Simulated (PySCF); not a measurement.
Compound: C6H5ClO3S2.
Numbering: `[CH3:1][C:2](=[O:3])[c:4]1[cH:5][s:6][c:7]([S:8](=[O:9])(=[O:10])[Cl:11])[cH:12]1`

Probes without a nucleus sit at each ring's centroid and 1 Å off its mean plane on both sides; NICS is minus the shielding there, NICSzz its component along the normal. Level: GIAO PBE0/pcSseg-1 (PySCF, non-relativistic, gas phase) on the GFN2-xTB geometry, one conformer.

Ring bond lengths (Å), with Mayer bond orders in brackets: C4–C5 1.375 (1.51), C5–S6 1.706 (1.24), S6–C7 1.715 (1.13), C7–C12 1.357 (1.45), C12–C4 1.419 (1.23).

What do the NICS probes read (ppm)?

```tsv
ring	type	NICS(0)	NICS(1), two faces	NICS(1)zz, two faces	rms pucker (Å)	centre to ring atoms, mean (Å)
C4–C5–S6–C7–C12	5-membered ring with S; formal bonds all aromatic	-12.5	-11.3 / -11.0	-24.2 / -23.3	0.00	1.28
```

What can be read from them?

- C4–C5–S6–C7–C12: mean NICS(1)zz -23.7 ppm, shielded. The ring is flat and has no four-coordinate atom; by the NICS criterion it is aromatic.

And the bond-length index? HOMA takes Krygowski's 1993 parameters.

- C4–C5–S6–C7–C12: HOMA 0.85; the largest term is that of C12–C4, α(R − Ropt)² = 0.24. The geometric and the magnetic index point the same way.

What is the mean of the two in-plane components of NICS at the first NICS(1) probe listed for ring C4–C5–S6–C7–C12, 1 Å off the ring?

The isotropic value is a third of the trace: (3 × -11.3 − (-24.2))/2 = -4.9 ppm.

Give the inner angles of the rings and the Hirshfeld charges of the ring atoms.

- C4–C5–S6–C7–C12: C4 111.4° (-0.032 e), C5 113.3° (-0.041 e), S6 89.9° (+0.177 e), C7 113.9° (-0.075 e), C12 111.4° (-0.045 e); sum 540.0° against 540° for a flat convex ring.

Conformer computed: `[CH3:1][C:2](=[O:3])[c:4]1[cH:5][s:6][c:7]([S:8](=[O:9])(=[O:10])[Cl:11])[cH:12]1`: C1–C2–C4–C5 180°, S6–C7–S8–O9 -27°.
